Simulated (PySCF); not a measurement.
A run with a changed setting

The sound run of [Yb(PH3)]3+ (singlet in the valence; each metal's 4f electrons, 13 of them, lie in its core potential, out of spins and levels) uses PySCF 2.14.0, RKS PBE, Yb lcecp-1-SVP with ECP59, P def2-SVP, H def2-SVP; non-relativistic Hamiltonian with scalar-relativistic core potentials where named; density fitting; no spin-orbit coupling, grid (50, 194), threshold 1e-8 and 55 cycles at the relaxed geometry. This run, with dm0 from free metal ions and neutral atoms, differs:

```python
mol = gto.M(atom='''
Yb    -0.00000     0.00000    -0.35872
P      0.00000    -0.00000     2.50772
H      1.34872    -0.00001     3.01898
H     -0.67436     1.16803     3.01898
H     -0.67436    -1.16802     3.01898''',
    basis={'Yb': 'lcecp-1-SVP', 'P': 'def2-SVP', 'H': 'def2-SVP'},
    ecp={'Yb': 'lcecp-1-SVP'},
    charge=3, spin=0)
mf = dft.RKS(mol, xc='PBE')
mf.grids.atom_grid = (10, 14)  # f atoms: unpruned
mf = mf.density_fit()  # fitting sets: Yb AutoAux, P def2-universal-JKFIT, H def2-universal-JKFIT
mf.conv_tol = 1e-08; mf.max_cycle = 55
mf.kernel(dm0)
mf.nuc_grad_method().kernel()
```

Question: What was changed, and how did it end?

Answer: The integration grid was changed. It converged in 12 cycles, -4.525 eV from the sound run, largest force component 5.80 eV/Å. These settings are unsound on purpose: the numbers aren't the compound's.
```
init E= -357.924422944371
cycle= 1 E= -379.274000838819  delta_E= -21.3  |g|= 2.26  |ddm|= 5.49
cycle= 2 E= -367.205559702345  delta_E= 12.1  |g|= 2.76  |ddm|= 7.51
cycle= 3 E= -380.300735214608  delta_E= -13.1  |g|= 1.43  |ddm|= 5.68
cycle= 4 E= -380.862511764702  delta_E= -0.562  |g|= 0.682  |ddm|= 1.51
cycle= 5 E= -381.079626302579  delta_E= -0.217  |g|= 0.101  |ddm|=  1.5
...
cycle= 10 E= -381.083567323034  delta_E= -1.34e-06  |g|= 0.000206  |ddm|= 0.00329
cycle= 11 E= -381.083567339424  delta_E= -1.64e-08  |g|= 5.87e-05  |ddm|= 0.00035
cycle= 12 E= -381.083567340865  delta_E= -1.44e-09  |g|= 8.95e-06  |ddm|= 0.000103
Extra cycle  E= -381.083567340855  delta_E= 1.01e-11  |g|= 9.78e-06  |ddm|= 2.91e-05
converged SCF energy = -381.083567340855
```

Run from Python with OMP_NUM_THREADS=2; the lines above give its settings. Where DIIS fails, smearing, a level shift and second-order steps follow.
It took 1.5 s on 2 threads of Arm Neoverse V1 (shared host).

An lcecp potential fixes the number of 4f electrons, so in runs with it no electron can move into or out of that shell.
